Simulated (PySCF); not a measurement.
**Working out the ionisation energy of Te²⁺**

Te²⁺ [Kr] 4d10 5s2 5p2 (3P) → Te³⁺ [Kr] 4d10 5s2 5p1 (2P). Calculation: PySCF 2.14, in aug-cc-pVTZ-PP with one added diffuse shell each of d, f type with ECP28MDF (6s5p5d3f, 67 functions); a scalar-relativistic core potential. Frozen: 4s2 4p6 4d10. Energies in hartree (1 hartree = 27.21139 eV):

```csv
part,Te²⁺ (lower),Te³⁺ (upper)
UHF,-266.047497,-265.056346
MP2 opposite-spin,-0.039966,-0.033185
MP2 same-spin,-0.007790,-0.002303
```

**Question.** What does Hartree-Fock give?

**Answer.** (-265.056346) − (-266.047497) = 0.991151 hartree = 26.971 eV.

**Question.** What do MP2 and SCS-MP2 (6/5 opposite-spin, 1/3 same-spin) give?

**Answer.** The opposite-spin parts differ by 0.185 eV and the same-spin parts by 0.149 eV. MP2: 26.971 + (0.185) + (0.149) = 27.305 eV. SCS-MP2: 26.971 + 1.2 × (0.185) + (0.149)/3 = 27.243 eV.

Reference: 27.84 ± 0.04 eV (measured; NIST Atomic Spectra Database, ionization energies), between the lowest levels; spin-orbit coupling is absent from the calculation.

What remains against the reference includes basis incompleteness, the frozen core and correlation beyond second order.
